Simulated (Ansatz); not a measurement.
Two members of one family (InP nanocrystals, H-capped) that differ in charge, which shifts all levels, computed with Ansatz in the gas phase; def2 core potentials for In, no spin–orbit coupling. Sets without diffuse functions give affinities that are too small. A dash marks a value that wasn't run or was left out as unsound. The structures are stationary points that may keep the symmetry of their start. Remarks come from the PBE and PBE0 runs and from stability tests at other levels; not every state was tested. A HOMO above zero means that the electron is unbound at that level and held by the basis, or that self-interaction error raises the level; the energy of removing that electron tells which. HOMO above LUMO (over both spins in singlets and doublets, within one spin in higher multiplets; at PBE or PBE0), or a gap under 0.15 eV within one spin, warns that the state may not be the lowest or that an electron is smeared out.

First: In11P11H28, cut from wurtzite (singlet, charge 0, PBE-D4/def2-SVP geometry).

```xyz
50

In    1.615   -1.050    4.394
P     0.994   -3.533    3.637
In    0.991    2.546    2.960
P     2.268    3.619    0.918
P     0.641    0.140    2.276
In    2.038   -0.375    0.169
In   -0.085   -4.134    1.333
P     1.397   -2.857   -0.355
In    1.521    3.372   -1.598
P     1.124    0.893   -1.884
In    2.593    0.471   -4.008
In    0.379   -3.410   -2.665
P     1.918   -2.093   -4.317
P    -1.319    3.765    2.527
In   -1.884   -0.268    2.061
P    -2.214   -2.695    1.250
In   -2.734    3.540    0.324
P    -0.875    4.457   -1.293
P    -2.544    1.045   -0.107
In   -1.367    0.538   -2.390
In   -3.635   -2.973   -0.960
P    -1.770   -2.005   -2.564
H     3.352   -0.979    4.332
H     0.572   -0.715    5.748
H     2.128   -4.396    3.779
H     0.173   -4.162    4.627
H     1.655    3.094    4.470
H     3.579    3.042    0.965
H     2.651    4.969    1.207
H     3.753   -0.149    0.409
H    -0.241   -5.846    1.070
H     2.635   -3.581   -0.342
H     2.479    4.381   -2.639
H     4.268    0.444   -3.539
H     1.868    1.296   -5.359
H     0.238   -5.099   -3.053
H     3.088   -2.899   -4.493
H     1.364   -2.306   -5.620
H    -1.225    5.145    2.904
H    -2.186    3.345    3.585
H    -2.839    0.260    3.424
H    -3.029   -3.271    2.280
H    -4.185    4.491    0.328
H    -0.754    5.876   -1.137
H    -1.470    4.466   -2.595
H    -3.915    0.688   -0.331
H    -2.016    1.544   -3.662
H    -3.762   -4.678   -1.284
H    -4.921   -1.795   -0.897
H    -2.313   -2.155   -3.884
```

```csv
level,HOMO (eV),LUMO (eV),gap (eV),vertical EA (eV),vertical triplet (eV)
PBE-D4/def2-SVP,-5.61,-2.11,3.50,0.88,3.50
r2SCAN-D4/def2-SVP,-5.83,-1.92,3.91,–,–
PBE0-D4/def2-SVP,-6.55,-1.40,5.15,0.58,4.16
```

Remarks: HOMO above zero (-1 doublet), gap within one spin near zero at PBE or PBE0 (-1 doublet), gap within one spin near zero at PBE or PBE0 (triplet).

Second: In11P12H32⁺, cut from zinc blende (singlet, charge 1, PBE-D4/def2-SVP geometry).

```xyz
55

In    4.229    2.057    2.553
In   -1.387   -0.815    5.210
In   -4.208    1.153    1.281
In    2.673    3.710   -1.336
In   -2.018    3.175   -2.078
In    0.042    1.656    1.329
In    2.397   -2.176    1.167
In   -1.704   -1.929    0.539
In    0.573   -0.224   -2.209
In   -3.399   -1.030   -3.063
In    0.074   -4.925   -2.817
P    -0.242    1.209    3.873
P     2.213    3.009    1.082
P     4.254   -0.303    1.327
P    -2.146    2.611    0.426
P    -1.933   -2.369    3.094
P    -3.731   -0.793   -0.451
P     0.309    4.461   -2.190
P     2.624    1.372   -2.555
P    -1.526    0.872   -3.126
P     0.469   -0.622    0.276
P    -1.213   -4.244   -0.573
P     1.037   -2.474   -3.401
H     5.654    2.912    2.073
H     3.505    1.744    4.097
H    -0.046   -1.609    5.955
H    -2.915   -0.198    5.712
H    -5.662    1.996    0.887
H    -3.613    0.499    2.789
H     3.996    4.717   -1.806
H    -3.238    4.152   -2.817
H     1.948   -2.568    2.798
H     2.765   -3.227   -0.172
H    -4.789   -0.483   -3.926
H    -2.427   -2.477   -3.226
H    -1.157   -5.180   -3.994
H     1.481   -5.755   -2.257
H    -0.765    2.434    4.393
H     1.099    1.360    4.353
H     1.881    4.279    1.663
H     5.442   -0.951    1.795
H     4.717   -0.073   -0.009
H    -2.221    3.898    1.055
H    -3.271   -2.853    3.241
H    -1.261   -3.618    3.291
H    -4.713   -1.792   -0.134
H     0.087    5.717   -1.539
H     0.488    4.981   -3.512
H     2.856    1.575   -3.953
H     3.824    0.653   -2.256
H    -1.196    1.135   -4.496
H    -0.645   -5.023    0.487
H    -2.488   -4.893   -0.610
H     2.466   -2.538   -3.452
H     0.811   -2.194   -4.786
```

**Question.** Estimate how these quantities change from the first to the second (second minus first).

**Answer.** 
```json
{"level": "PBE-D4/def2-SVP", "Δ HOMO (eV)": "-2.70", "Δ LUMO (eV)": "-2.80", "Δ gap (eV)": "-0.10", "Δ vertical EA (eV)": "2.82", "Δ vertical triplet (eV)": "-0.02"}
{"level": "r2SCAN-D4/def2-SVP", "Δ HOMO (eV)": "-2.71", "Δ LUMO (eV)": "-2.82", "Δ gap (eV)": "-0.10", "Δ vertical EA (eV)": "–", "Δ vertical triplet (eV)": "–"}
{"level": "PBE0-D4/def2-SVP", "Δ HOMO (eV)": "-2.72", "Δ LUMO (eV)": "-2.80", "Δ gap (eV)": "-0.09", "Δ vertical EA (eV)": "2.80", "Δ vertical triplet (eV)": "0.09"}
```

Remarks: gap within one spin near zero at PBE or PBE0 (neutral doublet), gap within one spin near zero at PBE or PBE0 (triplet).
